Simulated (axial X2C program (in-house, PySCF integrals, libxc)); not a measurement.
## Nuclear properties of KCo

Computed with an axial X2C code built on PySCF integrals: two-component X2C with atomic mean-field Coulomb and Gaunt terms, Gaussian nuclei, basis Co dyall-cv3z, K dyall-cv3z with contracted cores.

R = 2.964 Å (near the PBE0 minimum at charge 0 of the determinant lowest at the starting distance; the state shown can have its own minimum elsewhere).

Determinant lowest in the PBE0 search, Ω = 3 (⟨Sz⟩ = 1.00, ⟨Lz⟩ = 2.00 at PBE0), spin on the atoms Co 1.09, K -0.09:

| level | Eeff magnitude (GV/cm) | Ws magnitude Co (kHz) | A∥/gI Co (MHz) | qzz Co (a.u.) | A∥/gI K (MHz) | qzz K (a.u.) | μ (D) |
| --- | --- | --- | --- | --- | --- | --- | --- |
| PBE0 | 0.0337 | 0.00857 | 429 | 0.16 | -18.8 | -0.12 | 6.98 |
| HF | 0.114 | 0.0221 | 513 | 0.11 | -63.6 | -0.07 | 5.33 |
| BHandHLYP | 0.00632 | 0.00307 | 396 | 0.13 | -14.3 | -0.12 | 6.81 |
| r2SCAN | 0.104 | 0.0225 | 464 | 0.21 | -24.4 | -0.14 | 7.74 |
| PBE | 0.0371 | 0.00899 | 442 | 0.17 | -16.8 | -0.11 | 6.90 |

Determinant 0.28 eV from it at PBE0 and this distance, Ω = 1 (⟨Sz⟩ = 1.00, ⟨Lz⟩ = 0.00 at PBE0), spin on the atoms Co 1.05, K -0.05:

```tsv
level	Eeff magnitude (GV/cm)	Ws magnitude Co (kHz)	Ws magnitude K (kHz)	A∥/gI Co (MHz)	qzz Co (a.u.)	A∥/gI K (MHz)	qzz K (a.u.)	μ (D)
PBE0	0.0182	0.000461	0.00308	419	2.65	-55.4	-0.16	6.93
HF	0.0903	0.0471	0.00569	723	2.48	-183	-0.10	5.10
BHandHLYP	0.0318	0.00921	0.00114	341	2.61	-39.9	-0.16	6.74
r2SCAN	0.0353	0.00746	0.00412	474	2.67	-48.7	-0.19	7.75
PBE	0.0127	0.00117	0.0027	445	2.74	-55.8	-0.15	6.88
```

Eeff is the effective electric field on the electron electric dipole moment in this Ω state and Ws the scalar–pseudoscalar constant of the nucleus named (defined with the proton number Z and per Ω); A∥ (defined per Ω) follows by multiplying with gI = μI/(I μN); qzz is the electric field gradient, eQq0 = 234.96 MHz × Q/barn × qzz; μ is positive if the K end (last atom) is positive. The operators were transformed with the bare-nucleus X2C matrices; with these basis sets, hyperfine constants and field gradients can be off by tens of per cent, and where levels differ in sign neither size nor sign is settled.

Problem. With gI(59Co) = 1.3220, Q(59Co) = 0.42 barn, Q(39K) = 0.0603 barn (g factors from the IAEA table of nuclear moments by Stone; Q from Pyykkö, Mol. Phys. 2018), turn the PBE0 values of the first state into constants in MHz.

Solution. A∥(59Co) = 429 × 1.3220 = 567 MHz; eQq0(59Co) = 234.96 × (0.42) × (0.16) = 15.8 MHz; eQq0(39K) = 234.96 × (0.0603) × (-0.12) = -1.7 MHz.

Each state is one determinant with collinear spin, which with several unpaired electrons need not be a pure state. Unrestricted Hartree–Fock can overshoot spin polarisation at the nuclei. In the state Ω = 1 the sign of Eeff differs between levels (HF against PBE0). With several open shells hyperfine constants can be off by a factor of several. Where Eeff spreads by more than a factor of two the levels disagree and none is to be relied on. Open-shell Ω = 0 determinants with evenly filled partner blocks cannot be reached by this program, so the Ω shown need not be the lowest component. States lie within half an eV, so the first need not be the ground state. The sign of Ws at Co differs between levels in the second state. Further determinants of the search, some of them spin-mixed, are not shown. Where a field gradient or hyperfine factor spreads by more than a factor of two over the levels, a constant derived from it is not to be relied on. PBE0 term energies can be off by some tenths of an eV.
